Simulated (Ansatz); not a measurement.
Species: CCl₃F, SMILES `FC(Cl)(Cl)Cl` (charge 0, multiplicity 1).

Problem. Give a relaxed geometry from Ansatz (an electronic-structure program) with PBE0-D3(BJ)/def2-TZVP.

Solution. the end point of this relaxation (outside a Z-matrix the atoms follow the SMILES, hydrogens last).
Bonded distances (Å): F1–C2 1.333, C2–Cl3 1.760, C2–Cl4 1.760, C2–Cl5 1.760. Angles (°): F1–C2–Cl3 108.5, F1–C2–Cl4 108.5, F1–C2–Cl5 108.5, Cl3–C2–Cl4 110.4, Cl3–C2–Cl5 110.4, Cl4–C2–Cl5 110.4.
